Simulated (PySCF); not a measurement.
B(All)(Cl)2, SMILES C=CCB(Cl)Cl, singlet, B3LYP/def2-SVP optimised geometry.

```
11

B     -0.66    -0.32     0.00
C      0.91    -0.32     0.00
C      1.60     0.87     0.62
C      2.48     0.81     1.61
H      1.16    -0.37    -1.08
H      1.28    -1.27     0.43
H      1.32     1.85     0.21
H      2.79    -0.15     2.06
H      2.94     1.71     2.02
Cl    -1.60     1.17     0.00
Cl    -1.55    -1.85    -0.08
```

Density from B3LYP/def2-TZVP in PySCF at that geometry.

Minimum of the electron density along straight lines between bonded atoms, close to the bond critical point (lines longer than 1.1 times the sum of covalent radii, or with two minima, are not listed):

| bond | length / Å | ρ at the minimum / e bohr⁻³ | ∇²ρ there / e bohr⁻⁵ | position (fraction from the first atom) |
|---|---|---|---|---|
| B1–C2 | 1.572 | 0.197 | -0.47 | 0.34 |
| C2–C3 | 1.505 | 0.256 | -0.66 | 0.50 |
| C3–C4 | 1.336 | 0.351 | -1.07 | 0.51 |
| C2–H5 | 1.114 | 0.259 | -0.82 | 0.64 |
| C2–H6 | 1.102 | 0.271 | -0.91 | 0.64 |
| C3–H7 | 1.096 | 0.280 | -0.98 | 0.65 |
| C4–H8 | 1.096 | 0.277 | -0.96 | 0.64 |
| C4–H9 | 1.094 | 0.279 | -0.97 | 0.65 |
| B1–Cl10 | 1.763 | 0.150 | -0.05 | 0.30 |
| B1–Cl11 | 1.764 | 0.150 | -0.05 | 0.30 |
